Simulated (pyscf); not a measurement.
## `[CH3][CH2][O][Sc]([OH])[OH]`, singlet

Gas-phase minimum from PySCF at ωB97X-D3(BJ)/def2-SVP, one conformer. 

```xyz
13

C      0.6465    -1.3854     0.1513
C      0.8227     0.1227     0.0185
O     -0.2331     0.7067    -0.6728
Sc    -1.7481     1.1294    -1.6840
O     -2.3523     2.8920    -1.7937
O     -2.6671    -0.2287    -2.5770
H     -0.2831    -1.6162     0.6964
H      1.4902    -1.8404     0.6957
H      0.5802    -1.8526    -0.8445
H      1.7769     0.3390    -0.5019
H      0.9101     0.5761     1.0260
H     -2.3890     3.8369    -1.6434
H     -3.3392    -0.6408    -3.1205
```

Bond lengths (Å): C1–C2 1.524, C1–H7 1.102, C1–H8 1.102, C1–H9 1.102, C2–O3 1.391, C2–H10 1.108, C2–H11 1.108, O3–Sc4 1.870, Sc4–O5 1.866, Sc4–O6 1.867, O5–H12 0.958, O6–H13 0.958. Angles (°): C2–C1–H7 110.4, C2–C1–H8 111.3, C2–C1–H9 110.3, H7–C1–H8 108.4, H7–C1–H9 107.9, H8–C1–H9 108.5, C1–C2–O3 111.8, C1–C2–H10 109.5, C1–C2–H11 109.6, O3–C2–H10 109.8, O3–C2–H11 109.9, H10–C2–H11 106.2, C2–O3–Sc4 168.2, O3–Sc4–O5 120.5 (the first ones only).

Properties at ωB97X-D3(BJ)/def2-SVP:

| Quantity | Result |
|---|---|
| Harmonic wavenumbers, unscaled | 6, 40, 72, 145, 158, 167, 216, 261, 288, 382, 407, 427, 556, 722, 765, 808, 950, 1112, 1180, 1260, 1310, 1384, 1428, 1465, 1481, 1509, 3016, 3056, 3060, 3157, 3160, 4007, 4009 cm⁻¹ |
| Zero-point energy | 60.0 kcal/mol |
| Rotational symmetry number | 1 |
| Entropy of this conformer at 298 K and 1 atm, rigid rotor and harmonic oscillator, modes under 100 cm⁻¹ raised to 100 | 403.6 J/(mol K) |
| Dipole moment | 0.51 D |

Single-point totals, which compare only within one level:

```tsv
level	total energy (hartree)
ωB97X-D3(BJ)/def2-TZVP	-1067.19188
PBE/def2-TZVP	-1066.55557
r²SCAN/def2-TZVP	-1066.93276
B3LYP-D3(BJ)/def2-TZVP	-1067.16571
PBE0-D3(BJ)/def2-TZVP	-1066.59880
M06-2X/def2-TZVP	-1066.97192
ωB97M-D3(BJ)/def2-TZVP	-1067.23138
```

The lowest mode is so soft that the shape along it may change with the basis. Soft torsions are taken as harmonic, which can shift the entropy by several J/(mol K).
